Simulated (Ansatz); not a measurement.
A nudged elastic band was laid between two geometries of C2H8AlNS (13 atoms, charge 0, multiplicity 1).

Theory: Ansatz 0.2.0, RKS PBE0-D4/def2-SVP.

```
movable images  : 9
climbing image  : yes
spring          : 5.0 eV/Å²
optimiser       : quadratic models (default)
start path      : through a guess of the saddle point
force threshold : 0.05 eV/Å
iteration limit : 59
end points      : relaxed
```

Image 0:

```xyz
13
Properties=species:S:1:pos:R:3
Al -1.145 1.170 0.416
N -0.070 -0.214 0.082
C 1.194 -0.172 -0.607
C -0.426 -1.547 0.509
S -0.653 3.204 -0.241
H 0.509 2.872 -0.848
H -2.493 0.935 1.204
H 1.190 -0.799 -1.520
H 1.448 0.854 -0.916
H 2.024 -0.536 0.031
H 0.328 -1.974 1.201
H -1.394 -1.548 1.035
H -0.512 -2.246 -0.346
```

Image 10:

```xyz
13
Properties=species:S:1:pos:R:3
Al -0.801 1.578 0.837
N -0.091 0.038 -0.312
C 1.375 0.003 -0.362
C -0.692 -1.263 -0.004
S -1.643 2.961 -0.397
H -0.450 0.382 -1.210
H -0.406 1.090 2.298
H 1.738 -0.758 -1.072
H 1.754 0.988 -0.670
H 1.769 -0.231 0.638
H -0.403 -1.565 1.014
H -1.788 -1.183 -0.047
H -0.363 -2.040 -0.712
```

Task: What changes between the two ends?

Result: Bonds broken: S5–H6. Bonds formed: N2–H6.

Task: What energy profile does the band end with?

Result: The run converged. The highest image is number 6 of 0 to 10, 104.7 kJ/mol above the first end and 69.0 kJ/mol above the last; the last end lies 35.7 kJ/mol above the first. A vibrational analysis at the climbing image gives one clearly imaginary mode, 1184i cm⁻¹: a first-order saddle point. The orbitals stay closed-shell, which can raise the energy where a bond breaks towards radicals; this wasn't checked here.

```json
{"image": "0", "path coordinate (Å)": "0.00", "energy (kJ/mol)": "0.0", "S5–H6 (Å)": "1.35", "N2–H6 (Å)": "3.28"}
{"image": "1", "path coordinate (Å)": "0.89", "energy (kJ/mol)": "1.5", "S5–H6 (Å)": "1.35", "N2–H6 (Å)": "3.23"}
{"image": "2", "path coordinate (Å)": "1.78", "energy (kJ/mol)": "8.4", "S5–H6 (Å)": "1.35", "N2–H6 (Å)": "3.19"}
{"image": "3", "path coordinate (Å)": "2.67", "energy (kJ/mol)": "20.6", "S5–H6 (Å)": "1.35", "N2–H6 (Å)": "3.14"}
{"image": "4", "path coordinate (Å)": "3.56", "energy (kJ/mol)": "32.4", "S5–H6 (Å)": "1.35", "N2–H6 (Å)": "3.00"}
{"image": "5", "path coordinate (Å)": "4.45", "energy (kJ/mol)": "50.9", "S5–H6 (Å)": "1.36", "N2–H6 (Å)": "2.40"}
{"image": "6", "path coordinate (Å)": "5.33", "energy (kJ/mol)": "104.7", "S5–H6 (Å)": "1.62", "N2–H6 (Å)": "1.44"}
{"image": "7", "path coordinate (Å)": "5.74", "energy (kJ/mol)": "60.2", "S5–H6 (Å)": "2.09", "N2–H6 (Å)": "1.09"}
{"image": "8", "path coordinate (Å)": "6.15", "energy (kJ/mol)": "41.7", "S5–H6 (Å)": "2.50", "N2–H6 (Å)": "1.04"}
{"image": "9", "path coordinate (Å)": "6.55", "energy (kJ/mol)": "36.9", "S5–H6 (Å)": "2.76", "N2–H6 (Å)": "1.03"}
{"image": "10", "path coordinate (Å)": "6.96", "energy (kJ/mol)": "35.7", "S5–H6 (Å)": "2.95", "N2–H6 (Å)": "1.03"}
```

Task: What is the geometry of the highest image?

Result: 
```xyz
13
Properties=species:S:1:pos:R:3
Al -0.836 1.466 0.864
N -0.025 0.015 -0.080
C 1.413 0.002 -0.267
C -0.608 -1.313 -0.014
S -1.564 2.281 -0.938
H -0.707 0.906 -0.989
H -0.779 1.662 2.429
H 1.691 -0.612 -1.143
H 1.780 1.025 -0.453
H 1.956 -0.403 0.608
H -0.290 -1.873 0.885
H -1.708 -1.245 -0.003
H -0.323 -1.911 -0.898
```

Task: What are the harmonic wavenumbers there?

Result: 1184i, 67, 166, 191, 233, 239, 317, 428, 430, 551, 586, 670, 987, 1045, 1085, 1138, 1168, 1268, 1274, 1424, 1452, 1455, 1461, 1476, 1494, 1561, 1972, 3007, 3011, 3084, 3091, 3122, 3125 cm⁻¹.

The band took 16 iterations and of the order of 10 core-minutes.

Time of the run: 5.5 min on 2 threads of Intel(R) Xeon(R) Platinum 8488C (Sapphire Rapids) (shared host), peak memory 0.3 GiB.
